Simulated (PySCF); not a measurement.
## How methods differ on the excitation energy of Cl⁺

Cl⁺ [Ne] 3s2 3p4 (3P) → Cl⁺ [Ne] 3s1 3p5 (3P), as a difference of total energies. Calculation: PySCF 2.14, in aug-cc-pV(T+d)Z (6s5p4d2f, 55 functions); the non-relativistic Hamiltonian (point nucleus). Correlated levels: valence: [Ne] frozen. The calculations carry no spin-orbit coupling.

```
           method  excitation energy (eV)  error (eV)
              UHF                  14.296      +2.723
    MP2 (valence)                  12.968      +1.395
SCS-MP2 (valence)                  12.805      +1.232
   CCSD (valence)                  11.892      +0.319
CCSD(T) (valence)                  11.474      -0.099
```

Reference: 11.573 eV (measured; NIST levels, between the centres of gravity of the two terms).

Errors of the correlated levels include the incompleteness of this basis and the frozen core.

The coupled-cluster amplitudes are large for the upper state (T1 above 0.03 or a double amplitude above 0.15), so a single reference is strained.
